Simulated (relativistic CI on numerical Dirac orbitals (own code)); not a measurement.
Calculated at this level of theory: Dirac-Coulomb-Breit CI, separate exchange-only KLI orbitals for each configuration, QED by a radiative potential, unscaled Slater integrals (own radial code, finite nucleus).

Configuration list (outside the closed core [Ne]): 3s2.3p6, 3s2.3p5.3d, 3s.3p6.3d, 3s2.3p5.4s, 3s2.3p5.4p, 3s2.3p5.4d, 3s.3p6.4s, 3p6.3d.4p, 3s2.3p5.4f, 3s.3p6.4p, 3s.3p6.4d, 3s.3p6.4f, 3s2.3p5.5s, 3s2.3p5.5p, 3s2.3p5.5d, 3s2.3p5.5f, 3s2.3p5.5g, 3s.3p6.5s, 3s.3p6.5p, 3s.3p6.5d, 3s2.3p5.6s, 3s.3p6.5f, 3p6.3d2, 3p5.3d3, 3p5.3d2.4s, 3p5.3d2.4p, 3p5.3d2.4d, 3p6.3d.4s, 3p5.3d.4s2, 3p5.3d.4s.4p, 3p5.3d.4s.4d. Double excitations out of closed p, d and f shells are left out; levels of such configurations are missing from the list, as are those of other unlisted configurations, and high levels can miss mixing partners. These lack a partner that the ground configuration has and come out too high: 3s2.3p5.4f, 3s2.3p5.5s, 3s2.3p5.5p, 3s2.3p5.5d, 3s2.3p5.5f.

At this charge energies of transitions that change n are usually good to better than 1 %, and those within a shell (Δn = 0) to a few per cent.

Outline of the computed level scheme of Ag XXX. Lowest level of each configuration: 3s2.3p6 1S_0 at 0.000 eV; 3s2.3p5.3d 3P°_0 at 129.531 eV; 3s.3p6.3d 3D_1 at 287.764 eV; 3p6.3d2 3F_2 at 584.829 eV; 3p5.3d3 5F°_2 at 710.459 eV.

Some strong electric-dipole decays among the lowest 45 levels: 3s2.3p5.3d 1P°_1 → 3s2.3p6 1S_0 (8.9e+11 s⁻¹); 3s.3p6.3d 3D_3 → 3s2.3p5.3d 3F°_4 (1.7e+11 s⁻¹); 3s.3p6.3d 3D_2 → 3s2.3p5.3d 3F°_3 (1.7e+11 s⁻¹); 3s.3p6.3d 3D_1 → 3s2.3p5.3d 3D°_2 (9.3e+10 s⁻¹); 3s.3p6.3d 3D_1 → 3s2.3p5.3d 3P°_1 (8.5e+10 s⁻¹); 3s2.3p5.3d 3D°_1 → 3s2.3p6 1S_0 (7.5e+10 s⁻¹); 3s.3p6.3d 3D_2 → 3s2.3p5.3d 3D°_2 (5.8e+10 s⁻¹); 3s.3p6.3d 3D_1 → 3s2.3p5.3d 3P°_0 (4.9e+10 s⁻¹).

LS names give the leading component of a level, which can be under half, so a name can repeat, a term be missing and a line seem to break the LS rules.
